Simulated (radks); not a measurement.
The iridium ion Ir3+, 74 electrons, occupied as [Xe] 4f14 5d6 (the NIST ground configuration). Method: Dirac Kohn-Sham, SOGGA, spin-unpolarised, spherical densities, finite nucleus; open shells are shared between the two j in proportion to 2j + 1; Fermi nuclear charge, rms radius 5.4032 fm; computed with a radial shooting solver on a logarithmic mesh with Libxc functionals. Some entries of the table are withheld. Estimate them.

orbital,occ.,eigenvalue (hartree),<r^2> (bohr^2),r(max) (bohr)
1s1/2,2,-2792.488,0.0004199,0.01082
2s1/2,2,-489.1384,0.006365,0.06253
2p1/2,2,-468.7861,0.004518,0.04621
2p3/2,4,-409.0100,0.005711,0.05337
3s1/2,2,-115.2798,0.04142,0.1760
3p1/2,2,-106.1238,0.03785,0.1644
3p3/2,4,-93.03674,0.04433,0.1790
3d3/2,4,-77.68115,(1),0.1397
3d5/2,6,-74.85188,(2),0.1437
4s1/2,2,-25.49438,0.2026,0.3978
4p1/2,2,-21.62585,0.2074,0.3965
4p3/2,4,-18.52757,0.2413,0.4269
4d3/2,4,(3),0.2579,0.4211
4d5/2,6,(4),0.2702,0.4306
5s1/2,2,-4.74609,1.070,0.8913
5p1/2,2,-3.52503,1.267,0.9460
4f5/2,6,-3.50647,0.3453,0.3925
4f7/2,8,-3.39173,0.3555,0.3972
5p3/2,4,-3.01850,1.504,1.026
5d3/2,2.4,-1.38394,2.665,1.253
5d5/2,3.6,-1.33037,2.824,1.288

Answer. 
(1) 3d3/2 <r^2> (bohr^2): 0.03414
(2) 3d5/2 <r^2> (bohr^2): 0.03591
(3) 4d3/2 eigenvalue (hartree): -12.17024
(4) 4d5/2 eigenvalue (hartree): -11.59499
